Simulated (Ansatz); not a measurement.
Energy profile

The step: SiH₂F₂ ([F][SiH2][F]) → SiF₂ + H₂; bonds formed: H2–H3; bonds broken: Si1–H2, Si1–H3 (atoms numbered as in the saddle structure below).

| atom | x (Å) | y (Å) | z (Å) |
| --- | --- | --- | --- |
| Si1 | -0.2330 | -0.2736 | 0.3794 |
| H2 | 0.7714 | 0.1458 | -1.0025 |
| H3 | 0.6952 | -0.9903 | -0.5289 |
| F4 | -1.5939 | 0.2952 | -0.2143 |
| F5 | 0.3603 | 0.8229 | 1.3663 |

Electronic energies by CCSD(T) at an estimated basis limit (MP2 extrapolated from triple and quadruple zeta, plus CCSD(T) − MP2 in triple zeta), on PBE0-D4/def2-TZVP structures; SiH2F2, singlet; no counterpoise correction. Computed with Ansatz 0.2.0 (basis: def2-TZVPP and def2-QZVPP); correlated methods freeze the cores. Extrapolation: Hartree–Fock as exp(−7.88 √X), correlation as X^−2.97.

**Question.** Give the profile in kcal/mol, counted from the start structure. (Judge from chemistry; the value comes from the calculation.)

**Answer.** Computed:
```
                                                                              point  kcal/mol
                                                                    start structure      0.00
                                                                             saddle     87.92
                                                                      end structure     38.18
separated: SiF2 (linked as [F][Si][F]; Si1, F4, F5; singlet) + H2 (H2, H3; singlet)     38.66
```

No T1 diagnostic of these runs exceeds 0.016. The restricted Hartree–Fock reference is unstable towards an unrestricted one at one or more of these structures. A large double-excitation amplitude points to some diradical character; no triplet was computed. The end structure is not quite a true minimum (one mode of 62i cm⁻¹).

Losses and insertions of silylenes and their heavier kin drive the gas-phase chemistry of silicon and germanium vapour deposition.

For scale, one of the runs: CCSD(T)/def2-TZVPP, 132 basis functions, launched by `ansatz run in.yaml --threads 2 --pin off --events-out ev --progress --plain --max-ram 4352MiB`. Hardware: 2 CPU threads of an Intel Xeon 6975P-C, shared host. Wall time 6.5 s; peak host memory 0.77 GiB.
